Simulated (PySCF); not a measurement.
Species: C8H11P2 (charge -1).
Numbering: `[CH2:1]=[CH:2][c:3]1[p-:4][c:5]([CH2:6][CH3:7])[p:8][c:9]1[CH3:10]`

Structure used (GFN2-xTB), in Å, numbered top down from 1:
```xyz
21
C8H11P2 angstrom
C     -2.8098   -2.0355   -0.6031
C     -2.5132   -0.7598   -0.3518
C     -1.2113   -0.2508   -0.0030
P      0.1742   -1.3273    0.2387
C      1.2784   -0.0478    0.6126
C      2.7307   -0.3289    0.8880
C      3.5449   -0.3403   -0.4048
P      0.6627    1.5842    0.5968
C     -0.9649    1.1071    0.1727
C     -2.0259    2.1639    0.0107
H     -2.0478   -2.7968   -0.5575
H     -3.8101   -2.3556   -0.8565
H     -3.3101   -0.0231   -0.4124
H      2.8288   -1.3027    1.3802
H      3.1335    0.4375    1.5594
H      4.5979   -0.5528   -0.2084
H      3.1488   -1.0997   -1.0774
H      3.4646    0.6276   -0.8972
H     -2.8450    2.0158    0.7196
H     -2.4440    2.1552   -0.9993
H     -1.5913    3.1468    0.1924
```

Definitions: NICS(0) = −σiso at the ring centroid; NICS(1) = −σiso and NICS(1)zz = −σzz at ±1 Å along the ring normal z. Level: GIAO PBE0/pcSseg-1 (PySCF, non-relativistic, gas phase) on the GFN2-xTB geometry, one conformer.

Ring bond lengths (Å), with Mayer bond orders in brackets: C3–P4 1.771 (1.16), P4–C5 1.731 (1.35), C5–P8 1.744 (1.24), P8–C9 1.748 (1.26), C9–C3 1.391 (1.44).

Question: Give the NICS values of each ring in ppm.

Answer: 
| ring | type | NICS(0) | NICS(1), two faces | NICS(1)zz, two faces | rms pucker (Å) | centre to ring atoms, mean (Å) |
| --- | --- | --- | --- | --- | --- | --- |
| C3–P4–C5–P8–C9 | 5-membered ring with 2 P; formal bonds all aromatic | -7.3 | -8.3 / -8.7 | -18.2 / -19.9 | 0.00 | 1.42 |

Question: What can be read from them?

Answer: 
- C3–P4–C5–P8–C9: mean NICS(1)zz -19.0 ppm, shielded.

Question: What does the geometric index give? HOMA = 1 − mean of α(R − Ropt)² over the ring bonds, with Krygowski's 1993 parameters (CC: Ropt 1.388 Å, α 257.7 Å⁻²; CP: Ropt 1.698 Å, α 118.91 Å⁻²).

Answer: 
- C3–P4–C5–P8–C9: HOMA 0.74; the largest term is that of C3–P4, α(R − Ropt)² = 0.64.

Question: List the ring angles and the Hirshfeld charges of the ring atoms.

Answer: 
- C3–P4–C5–P8–C9: C3 115.9° (-0.118 e), P4 94.5° (-0.108 e), C5 117.7° (-0.149 e), P8 94.3° (-0.143 e), C9 117.5° (-0.096 e); sum 540.0° against 540° for a flat convex ring.
